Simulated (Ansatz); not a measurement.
Consider the isomerisation: `C/C(F)=[CH]/[GeH3]` → `C=[C](C)[GeH2][F]`.

Calculated with Ansatz (gas phase, PBE0-D4/def2-TZVP geometries, no zero-point term in ΔE). CCSD(T)/CBS is the MP2 limit (def2-TZVPP, def2-QZVPP) plus CCSD(T) − MP2 in def2-TZVPP, frozen cores. Functionals use def2-TZVPP. For Ge outer-core shells are correlated without core-valence functions, which leaves a few kJ/mol of doubt a bond. Scalar relativity is left out up to krypton. Each species was taken in one conformer, which may not be the lowest.

`C/C(F)=[CH]/[GeH3]`:

Cartesian coordinates in Å:
```
C 1.895 0.719 0.653
C 0.631 0.367 -0.034
F 0.557 0.946 -1.253
C -0.368 -0.397 0.378
Ge -1.951 -0.734 -0.685
H 2.752 0.397 0.055
H 1.945 0.246 1.632
H 1.969 1.803 0.775
H -0.272 -0.843 1.360
H -2.878 -1.658 0.122
H -1.586 -1.423 -2.009
H -2.694 0.575 -0.994
```

`C=[C](C)[GeH2][F]`:

Cartesian coordinates in Å:
```
C -0.597 0.451 -1.401
C 0.018 0.210 -0.249
C 1.167 1.020 0.261
Ge -0.607 -1.275 0.830
F -1.946 -1.981 -0.041
H -0.285 1.272 -2.044
H -1.429 -0.154 -1.745
H 0.934 1.478 1.229
H 2.058 0.402 0.412
H 1.426 1.820 -0.437
H 0.432 -2.398 0.988
H -1.170 -0.845 2.196
```

| level | ΔE (kJ/mol) | difference from CCSD(T)/CBS |
| --- | --- | --- |
| PBE-D4 | -97.5 | 16.5 |
| PBE0-D4 | -100.3 | 13.7 |
| ωB97X-V | -104.7 | 9.3 |
| B2PLYP | -111.0 | 3.0 |
| r2SCAN | -101.5 | 12.5 |
| HF/def2-TZVPP | -114.1 | -0.1 |
| MP2/def2-QZVPP | -121.2 | -7.2 |
| SCS-MP2/def2-QZVPP | -121.2 | -7.2 |
| HF/CBS(def2) | -115.9 | -1.9 |
| CCSD/CBS(def2) | -114.9 | -0.9 |
| CCSD(T)/CBS | -114.0 | 0 |

Largest T1 diagnostic among the species: 0.012.
